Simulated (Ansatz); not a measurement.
System: sum formula H3SiO, net charge 1, singlet state. It need not be the lowest isomer of its formula. 
Structure (B3LYP-D3(BJ)/def2-TZVP (Ansatz, a program for electronic structure) minimum search):
```xyz
5

Si     0.0725    -0.5300     0.0468
O     -0.2154     1.0068    -0.0900
H     -1.1321    -1.3548     0.1025
H      1.4469    -1.0376     0.1086
H      0.3927     1.7583    -0.1471
```
Charge +1, spin multiplicity 1.

Basis-set convergence of Hartree-Fock and MP2 correlation energies (hartree) with Ansatz. Cores are frozen in the correlated levels unless marked. Spin-orbit coupling is left out. No relativistic terms.

```csv
basis,functions,E(HF),"E(corr, MP2)"
def2-SVP,47,-365.12719,-0.27040
def2-TZVPP,115,-365.33513,-0.33981
def2-QZVPP,217,-365.34815,-0.36678
```

Extrapolating the two largest sets (X = 3 and 4) as X^-3: E(corr) = (64·(-0.36678) - 27·(-0.33981))/37 = -0.3865 Eh, an estimate of the basis-set limit. The largest set recovers 94.9 % of it, the smallest 70.0 %.
